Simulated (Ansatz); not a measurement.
Complex: N2 (SMILES N#N) (first 2 atoms) with HBr (SMILES Br); geometry from B3LYP-D3(BJ)/def2-TZVP.
(charge 0, multiplicity 1):
```
atom   x (Å)    y (Å)    z (Å)
----  ------  -------  -------
N     0.1023  -0.3345   0.1544
N     0.1042  -0.3385  -0.9360
Br    0.0908  -0.3017   4.0035
H     0.0963  -0.3187   2.5779
```

Basis-set superposition error: the interaction energy with monomers in their own basis, and in the dimer's basis (counterpoise).

Run with Ansatz (a program for electronic structure). Values without a source in brackets are computed.

| level | uncorrected (kJ/mol) | counterpoise (kJ/mol) | difference |
|---|---|---|---|
| HF/aug-cc-pVDZ | -0.1 | 0.6 | 0.6 |
| HF/aug-cc-pVTZ | 0.3 | 0.6 | 0.3 |
| SVWN5/def2-TZVPPD | -9.5 | -8.9 | 0.7 |
| r2SCAN/def2-TZVPPD | -3.2 | -2.8 | 0.4 |
| PBE0/def2-TZVPPD | -3.7 | -3.3 | 0.5 |
| BHLYP/def2-TZVPPD | -2.8 | -2.4 | 0.4 |
| CAM-B3LYP/def2-TZVPPD | -3.5 | -3.1 | 0.5 |
| MP2/aug-cc-pVDZ | -7.4 | -4.7 | 2.7 |
| SCS-MP2/aug-cc-pVDZ | -6.3 | -3.4 | 2.8 |
| CCSD(T)/aug-cc-pVTZ | -5.7 | -4.2 | 1.5 |

The error is largest for SCS-MP2/aug-cc-pVDZ (2.8 kJ/mol) and smallest for HF/aug-cc-pVTZ (0.3 kJ/mol).
